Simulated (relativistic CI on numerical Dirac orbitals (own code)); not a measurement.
Hyperfine structure of Er22+, mass number 167

Method of calculation: Dirac-Coulomb-Breit CI, KLI orbitals optimised for each configuration, model QED, unscaled Slater integrals (own radial code, finite nucleus).

CI space (outside the closed core [Ar] 3d10): 4s²4p⁶4d¹⁰, 4s²4p⁶4d⁹4f, 4s²4p⁵4d¹⁰4f, 4s²4p⁶4d⁹5s, 4s4p⁶4d¹⁰4f, 4s²4p⁶4d⁹5p, 4s²4p⁶4d⁹5d, 4s²4p⁵4d¹⁰5s, 4p⁶4d¹⁰4f², 4p⁶4d⁹4f³, 4p⁵4d¹⁰4f³, 4p⁶4d⁹4f²5s, 4p⁶4d⁹4f²5p, 4p⁶4d⁹4f²5d. Double excitations out of closed p, d and f shells are left out; levels of such configurations are missing from the list, as are those of other unlisted configurations, and high levels can miss mixing partners. These lack a partner that the ground configuration has and come out too high: 4s²4p⁵4d¹⁰5s.

Nuclear spin I = 7/2, μ = -0.5623 μN, Q = 3.57 b (tables of Stone and Pyykkö). The electronic factors are computed for point nuclear moments, without core polarisation or the Bohr-Weisskopf and QED corrections.

| Level | E (cm⁻¹) | A (MHz) | B (MHz) |
| --- | --- | --- | --- |
| 4s²4p⁶4d⁹4f ³P°1 | 1299785 | -211.7 | 5150 |
| 4s²4p⁶4d⁹4f ³P°2 | 1323842 | -157.5 | 9020 |
| 4s²4p⁶4d⁹4f ³H°5 | 1335842 | -712.3 | -34700 |
| 4s²4p⁶4d⁹4f ³H°6 | 1339357 | -546.7 | -34100 |
| 4s²4p⁶4d⁹4f ³F°3 | 1355252 | -630.5 | 4920 |
| 4s²4p⁶4d⁹4f ³F°4 | 1371347 | -529.8 | 11700 |
| 4s²4p⁶4d⁹4f ³G°5 | 1384030 | -546.8 | -13900 |
| 4s²4p⁶4d⁹4f ³D°1 | 1388033 | 377.3 | 5240 |

Levels with J = 0, under 50 % of one LS term, or S terms without an open s electron are left out. Small factors come from cancelling terms and can be off by tens of per cent or more.

At this charge energies of transitions that change n are usually good to better than 1 %, and those within a shell (Δn = 0) to a few per cent.

**Question.** Give the hyperfine levels of 4s²4p⁶4d⁹4f ³H°5 relative to its centre of gravity.

**Answer.** With K = F(F + 1) − I(I + 1) − J(J + 1), E = AK/2 + B[¾K(K + 1) − I(I + 1)J(J + 1)]/[2I(2I − 1)J(2J − 1)]: F = 3/2: -96.19, F = 5/2: 3500, F = 7/2: 7376, F = 9/2: 10370, F = 11/2: 11010, F = 13/2: 7451, F = 15/2: -2440, F = 17/2: -21150 MHz.

LS names give the leading component of a level, which can be under half, so a name can repeat, a term be missing and a line seem to break the LS rules.
